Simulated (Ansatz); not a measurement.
A trace of molecular dynamics of H₆O₄Si₂ (12 atoms, charge 0, multiplicity 1).

Method: RKS BHLYP-D4/STO-3G in Ansatz.

```json
{"ensemble": "NVE (velocity Verlet)", "starting velocities drawn for": "1500 K", "seed": "943705"}
```

| time (fs) | T (K) | potential energy less start (eV) | conserved less start (meV/atom) |
| --- | --- | --- | --- |
| 0 | 1500 | 0.000 | 0.00 |
| 2 | 1183 | 0.417 | 0.58 |
| 4 | 1072 | 0.556 | 0.25 |
| 6 | 828 | 0.875 | 0.46 |
| 8 | 578 | 1.198 | 0.48 |
| 10 | 571 | 1.208 | 0.63 |
| 12 | 898 | 0.781 | 0.21 |
| 14 | 931 | 0.743 | 0.59 |
| 16 | 1178 | 0.418 | 0.18 |
| 18 | 1140 | 0.469 | 0.28 |
| 20 | 783 | 0.933 | 0.49 |
| 22 | 578 | 1.198 | 0.55 |
| 24 | 671 | 1.075 | 0.24 |
| 26 | 607 | 1.161 | 0.56 |
| 28 | 843 | 0.855 | 0.44 |
| 30 | 1172 | 0.425 | 0.10 |
| 32 | 1027 | 0.617 | 0.47 |
| 34 | 956 | 0.709 | 0.47 |
| 36 | 970 | 0.688 | 0.26 |
| 38 | 719 | 1.013 | 0.36 |
| 40 | 615 | 1.152 | 0.68 |
| 42 | 994 | 0.655 | 0.10 |
| 44 | 968 | 0.695 | 0.53 |
| 46 | 1112 | 0.507 | 0.39 |
| 48 | 1301 | 0.262 | 0.32 |
| 50 | 1188 | 0.404 | 0.06 |

**Question.** Can this run be trusted? Judge the integration.

**Answer.** The conserved energy stayed within 0.86 meV per atom of its start (net change 0.063 meV per atom), so the integration is sound. A run of 0.05 ps of so small a system gives no equilibrium averages. Limits of this set-up: minimal basis. The time step was 0.5 fs.

Run time: 2.9 min on 1 thread of Intel(R) Xeon(R) 6975P-C (Granite Rapids), on a shared host, peak memory 0.14 GiB.
